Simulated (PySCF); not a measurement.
**Highest orbital energy against ionisation energy along the third row**

Calculated with PySCF 2.14, no spin-orbit coupling. Each cell gives −ε(HOMO) / ΔSCF in eV; NIST values include spin-orbit coupling, (s) semi-empirical, (t) theoretical.

```tsv
species	UHF	LDA	PBE	PBE0	r2SCAN	NIST (lowest levels)
Al²⁺ (aug-cc-pwCVDZ, non-relativistic)	28.028 / 28.010	24.554 / 28.735	24.465 / 28.747	25.463 / 28.622	24.647 / 28.325	28.448
Si²⁺ (aug-cc-pwCVDZ, non-relativistic)	32.166 / 31.981	28.633 / 33.543	28.518 / 33.415	29.660 / 33.281	28.673 / 32.889	33.493
P²⁺ (aug-cc-pwCVDZ, non-relativistic)	29.942 / 29.570	24.797 / 30.210	24.946 / 30.252	26.353 / 30.267	25.364 / 30.344	30.203
S²⁺ (aug-cc-pwCVDZ, non-relativistic)	34.695 / 34.144	28.845 / 34.869	28.935 / 34.827	30.554 / 34.864	29.435 / 34.994	34.86 ± 0.04 (s)
Cl²⁺ (aug-cc-pwCVDZ, non-relativistic)	39.678 / 38.959	33.031 / 39.668	33.085 / 39.581	34.937 / 39.658	33.717 / 39.809	39.8 ± 0.11 (s)
Ar²⁺ (aug-cc-pwCVDZ, non-relativistic)	40.278 / 39.314	34.039 / 40.822	34.077 / 40.692	35.915 / 40.678	34.471 / 40.607	40.735 ± 0.012 (s)
```

Question: How far is −ε(HOMO) from ΔSCF on average for each method, and why?

Answer: UHF 0.47 eV; LDA -5.66 eV; PBE -5.58 eV; PBE0 -4.08 eV; r2SCAN -5.11 eV. Hartree-Fock orbital energies lack relaxation and so exceed the ΔSCF value; semilocal functionals have convex E(N) from self-interaction, so their HOMO lies far too high; exact exchange moves hybrids part of the way back.
